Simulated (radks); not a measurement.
The nitrogen ion N2+ inside a hard spherical wall (all orbitals vanish at R), configuration held at [He] 2s2 2p1 and not refilled when levels cross. Calculated with a radial shooting solver on a logarithmic mesh with Libxc functionals: non-relativistic Kohn-Sham, PBEsol, spin-polarised, spherical densities, point nucleus; open shells are filled with parallel spins first. Eigenvalues in eV for spin up, with the zero of energy where the potential of the charges vanishes at infinity; a dash marks a level that is unbound or too diffuse for the functional's potential to be trusted. A positive occupied level is held by the wall or, in an anion where self-interaction has pushed it up, behind a barrier. The pressure on the wall is -dE/dV.

R (bohr)	E (hartree)	kinetic (hartree)	e(1s)	e(2s)	e(2p)	e(3s, empty)	e(3p, empty)	pressure (GPa)
free	-52.67902	52.544	-422.16	-49.928	-38.415	-	-	0
15	-52.67902	52.544	-422.16	-49.928	-38.415	-	-	< 0.0001
12	-52.67902	52.544	-422.16	-49.928	-38.415	-	-	< 0.0001
10	-52.67902	52.544	-422.16	-49.928	-38.415	-	-	< 0.0001
7	-52.67902	52.544	-422.16	-49.928	-38.415	-13.117	-10.407	< 0.0001
6	-52.67901	52.544	-422.15	-49.928	-38.414	-12.673	-9.779	0.00138
5	-52.67887	52.546	-422.14	-49.921	-38.406	-11.188	-7.983	0.0424
4	-52.67602	52.576	-421.98	-49.820	-38.282	-6.188	-2.682	1.29
3.5	-52.66616	52.660	-421.58	-49.549	-37.959	-0.051	3.309	7.07
3	-52.62592	52.934	-420.36	-48.661	-36.953	11.992	14.395	38.6
1.5	-49.40244	63.329	-390.77	-5.642	-0.126	241.38	197.27	9770
